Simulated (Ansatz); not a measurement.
C2H8N2Si can be A, `CNC(=N)[SiH3]`, or B, `C1NC[SiH2]N1`.

Isolated molecules relaxed with PBE0-D4/def2-TZVP in Ansatz; ΔE leaves out vibrations. CCSD(T)/CBS is the MP2 limit (def2-TZVPP, def2-QZVPP) plus CCSD(T) − MP2 in def2-TZVPP, frozen cores. DFT in def2-TZVPP. B3LYP here is the variant with VWN-RPA as its local correlation; programs differ in this. Each species was taken in one conformer, which may not be the lowest.

Task: Which isomer does CCSD(T)/CBS put lower? Give the gap. (An estimate is asked.)

Result: Computed: B, by 67.5 kJ/mol.

Task: Give E(B) − E(A) in kJ/mol with HF/def2-TZVPP, ωB97M-V, PBE-D4, B3LYP, LDA (SPW92), CCSD/def2-TZVPP, r2SCAN-D4. (Estimate.)

Result: Ansatz gave: HF/def2-TZVPP -61.4, ωB97M-V -68.4, PBE-D4 -48.5, B3LYP -44.0, LDA (SPW92) -71.2, CCSD/def2-TZVPP -69.6, r2SCAN-D4 -54.7. None reverses the order clearly.

Task: Does the order hold for the free energy at 298.15 K (harmonic terms from PBE0-D4)? (An estimate is asked.)

Result: Computed: Yes: G(B) − G(A) = -50.3 kJ/mol, for one conformer each.

Largest T1 diagnostic: 0.014.

From PBE to PBE0 (25 % exact exchange), in def2-TZVPP and without D4, E(B) − E(A) moves by −20.5 kJ/mol. Leaving LDA and LC-ωPBE aside and taking each functional with its dispersion term where it has one, the values, not all of them listed here, spread over 48.4 kJ/mol, from PBE-QIDH to BLYP-D4. LDA lies −25.4 kJ/mol from PBE without D4.
